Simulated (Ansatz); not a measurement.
One change: `[Cl][GeH]([Cl])[Br]` becomes `[Cl][GeH2][Br]`.

Ansatz, PBE0-D4/def2-TZVP geometries, multiplicity 1. 

Scalar relativity is left out up to krypton.

```
                             property  `[Cl][GeH]([Cl])[Br]`
HOMO energy (ωB97M-V/def2-TZVPP) / eV                 -11.16
    HOMO energy (PBE/def2-TZVPP) / eV                  -7.61
  HOMO–LUMO gap (PBE/def2-TZVPP) / eV                   5.00
   LUMO energy (PBE0/def2-TZVPP) / eV                  -1.67
LUMO energy (ωB97M-V/def2-TZVPP) / eV                   0.34
    LUMO energy (PBE/def2-TZVPP) / eV                  -2.61
```

(1) Give the same properties after the change, and the shifts. (Best estimate.)

Answers

(1) Computed: 
```csv
property,`[Cl][GeH2][Br]`,shift
HOMO energy (ωB97M-V/def2-TZVPP) / eV,-10.81,0.35
HOMO energy (PBE/def2-TZVPP) / eV,-7.31,0.30
HOMO–LUMO gap (PBE/def2-TZVPP) / eV,5.35,0.35
LUMO energy (PBE0/def2-TZVPP) / eV,-1.02,0.65
LUMO energy (ωB97M-V/def2-TZVPP) / eV,0.93,0.59
LUMO energy (PBE/def2-TZVPP) / eV,-1.96,0.65
```

With PBE0 the HOMO rises by 0.34 eV and the LUMO rises by 0.65 eV, so the gap widens by about 0.31 eV. PBE moves the HOMO by 0.30 eV and ωB97M-V by 0.35 eV.

Spin–orbit coupling is left out; it splits and shifts lone-pair levels of the heavy atoms by tenths of an eV.
